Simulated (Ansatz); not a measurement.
Z-matrix (Å, degrees):
```
Si
F 1 1.6084
H 1 1.4845 2 102.78
Si 1 2.2660 3 124.91 2 -145.08
H 4 1.4917 1 149.73 3 71.00
Si 4 2.1276 5 148.21 1 -175.31
H 6 1.4917 4 148.20 5 0.04
```
Charge 0, multiplicity 1.

Level of theory: frozen-core CCSD(T)/cc-pVTZ // r2SCAN-D4/def2-TZVP (Ansatz, a first-principles code). The restricted HF reference is unstable towards unrestricted orbitals.

| Property | Result |
|---|---|
| HF energy | -968.02370 Ha |
| MP2 correlation energy | -0.59897 Ha |

**Question.** Estimate the CCSD correlation energy, the (T) correction, the total energy and the T1 diagnostic.

**Answer.** 
The CCSD correlation energy comes out as -0.63356 Ha. The (T) correction is -0.02963 Ha and the CCSD(T) total energy is -968.68690 Ha. The T1 diagnostic is 0.015.
